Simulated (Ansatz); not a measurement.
The cluster B₈H₁₄, relaxed as a singlet with RKS r2SCAN-D4/def2-SVP in Ansatz, starting from the GFN1-xTB geometry. Force threshold 0.02 eV/Å.

The structure comes from a short search, and lower isomers may exist.

Start:

Cartesian coordinates in Å:
```
B -0.198 1.311 -0.183
B -0.308 0.688 -1.874
B -0.880 -0.199 0.994
B 0.676 0.751 1.166
B -1.395 -0.019 -0.618
B -0.613 -1.901 0.505
B 1.354 1.142 -1.062
B 0.605 -0.979 1.660
H 2.181 0.332 -0.802
H -1.318 -2.624 1.124
H -2.540 -0.004 -0.910
H 1.076 1.481 2.002
H 0.893 0.451 -2.230
H -1.726 0.096 1.768
H 1.605 -0.331 1.151
H -0.846 1.306 -2.721
H 1.752 2.197 -1.426
H -0.336 -2.263 -0.592
H -0.743 -0.530 -1.782
H 0.736 -1.199 2.810
H -0.693 2.369 0.014
H 0.716 -2.072 1.007
```

(1) Estimate the energy that the relaxation releases and the steps that it takes.

(2) Does the start keep its bonding and symmetry?

(3) Predict the relaxed structure.

Answers

(1) 1.08 eV, in 18 steps; 71 s on 4 threads of Arm Neoverse V1 on a shared host. No frequencies were taken in this run, so the end may be a saddle point.

(2) Bonds formed: B4–B7, B5–B6 (atoms count from 1). The end is the same structure that another start reached, the lowest one found.

(3) 
```xyz
22

B    -0.424    1.122   -0.188
B    -0.245    0.494   -1.839
B    -0.808    0.026    1.180
B     0.856    0.693    0.938
B    -1.297   -0.371   -0.518
B    -0.804   -1.633    0.660
B     1.219    1.208   -0.859
B     0.569   -0.953    1.589
H     2.209    0.558   -0.557
H    -1.503   -2.516    1.069
H    -2.428   -0.476   -0.903
H     1.426    1.429    1.694
H     1.088    0.408   -1.927
H    -1.570    0.417    2.019
H     1.598   -0.499    0.960
H    -0.717    1.257   -2.637
H     1.495    2.338   -1.155
H    -0.750   -1.662   -0.626
H    -0.297   -0.664   -2.226
H     0.881   -1.338    2.679
H    -0.979    2.184   -0.131
H     0.480   -2.025    0.775
```
Bond lengths: 15 × B–B 1.74 to 1.90 Å; 16 × B–H 1.20 to 1.35 Å.
